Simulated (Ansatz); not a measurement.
Reaction (formal exchange of groups at a Te–C bond): `C=NC[TeH]` + `F[SiH3]` → `F[SiH2][TeH]` + `C=NC`

Isolated molecules relaxed with PBE0-D4/def2-TZVP in Ansatz; ΔE leaves out vibrations. CCSD(T)/CBS adds triple-zeta CCSD(T) − MP2 to the extrapolated MP2 energy (def2 sets, frozen cores). This one scheme is used for every species. Functionals use def2-TZVPP. Elements past krypton have def2 core potentials. For Te outer-core shells are correlated without core-valence functions, which leaves a few kJ/mol of doubt a bond. Each species was taken in one conformer, which may not be the lowest.

| level | ΔE (kJ/mol) |
| --- | --- |
| PBE0-D4 | -97.1 |
| MP2/def2-TZVPP | -87.4 |
| CCSD(T)/def2-TZVPP | -88.6 |
| HF/def2-QZVPP | -104.6 |

**Question.** What does CCSD(T)/CBS give? (Best estimate.)

**Answer.** Computed: -90.5 kJ/mol. The listed levels differ from it by -6.6, 3.1, 1.9, -14.1 kJ/mol.

Largest T1 diagnostic among the species: 0.012.

From PBE to PBE0 (25 % exact exchange), in def2-TZVPP and without D4, ΔE moves by −5.9 kJ/mol. The D4 term adds +4.3 kJ/mol with B3LYP and +2.3 kJ/mol with PBE0; it sums over pairs of atoms, weighted by their polarisabilities, and B3LYP, whose exchange is more repulsive, gets the larger term. In def2-TZVPP, CCSD(T) changes the Hartree–Fock value by +16.0 kJ/mol (the triples alone add +3.8 kJ/mol) and MP2 by +17.2 kJ/mol.

B3LYP here is the variant with VWN-RPA as its local correlation; programs differ in this.
